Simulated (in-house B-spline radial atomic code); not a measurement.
Lu²⁺. Computed with a B-spline radial atomic code. Model: non-relativistic spherical atom: semilocal Troullier-Martins pseudo-atom, one channel per l, against all electrons, high spin, G0W0 and RPA with empty states to l = 8, local potential for every l without a channel, a model core (radius 0 = none) keeps its share of the functional.

Without relativity these are model numbers for so heavy an element.

What the tables leave out is listed at the end.

The pseudopotential gives back the lowest level of each angular momentum of its own functional in the configuration it was made in; a second state of the same l is only approximately right. Exact exchange, RPA and GW see the smooth pseudo-orbitals and miss the exchange with the core, for which the functional's share stands in. The column with an uncorrelated core keeps all orbitals and exact exchange, and so separates missing core correlation from pseudisation. Only the three outermost levels and the lowest empty one were computed. RPA here is direct RPA, with no exchange kernel, and its energies carry an (l + 1/2)⁻⁴ tail. A hybrid on a potential with a model core restores only its own semilocal share of the core's exchange.

Command:
```bash
python run_psgw.py task.json out
```
Settings (lengths in bohr, energies in hartree):
```
Z                      71
electrons              69
configuration          [Xe] 4f14 6s1
generated_in           [Xe] 4f14 6s1
functional             lda,vwn
core_shells            11
radius_factor          1.15
core_correction        True
ion_configuration      [Xe] 4f14
```

Time taken, with all properties: 72 s on 1 thread of Arm Neoverse N1, with other jobs on the host.

Given: made with LDA VWN5; model core radius 2.453 bohr; local radius 2.03 bohr; mean-field start PBE0.

Valence shells of the generating configuration: 4f, 6s.

Channel: s 3.394, p 3.4, d 1.912, f 1.788 (radii in bohr).

Computed: largest level miss in the spin-unpolarised generating configuration 0 eV; valence RPA correlation energy all-electron orbitals -1.0038 hartree; valence RPA correlation energy pseudo -1.4544 hartree; all-electron RPA polarisability, core included 26.066 bohr³; pseudo-atom RPA polarisability 26.737 bohr³; ionisation by mean-field pseudo minus all -0.089 eV; ionisation by RPA all-electron 20.126 eV.

```tsv
level	occupied	mean-field all-electron (eV)	mean-field pseudo minus all (eV)	G0W0 all-electron (eV)	G0W0 uncorrelated core minus all (eV)	G0W0 pseudo minus all (eV)	exchange self-energy all-electron (eV)	exchange self-energy pseudo (eV)
6s up	1	-17.402	0.091	-20.135	0.346	0.283	-9.8042	-7.5562
4f up	1	-36.29	2.787	-42.305	-1.09	7.177	-80.639	-38.144
5d up (empty)	0	-16.678	0.839	-13.617	0.517	1.351	-8.8633	-3.1817
```

(1) What is the ionisation by RPA pseudo minus all?

(2) What is the ionisation by mean-field all-electron?

Answers

(1) -0.07 eV.

(2) 19.621 eV.

Among the listed levels the largest G0W0 shift of the pseudo-atom is +7.18 eV, for 4f up on the PBE0 start, while leaving the core uncorrelated moves that level by -1.09 eV. So pseudisation and the lost core exchange, not the missing core correlation, make the error. Not in the tables (levels of low weight, unsolved or above zero; the highest and the empty levels are kept at any weight): the LDA start was refused, since an empty level lay at or below an occupied one; on PBE0 the G0W0 levels 4f down (pseudo minus all +7.16 eV, weights 0.73 and 0.82); no Hartree-Fock pseudo-atom is run with a model core.
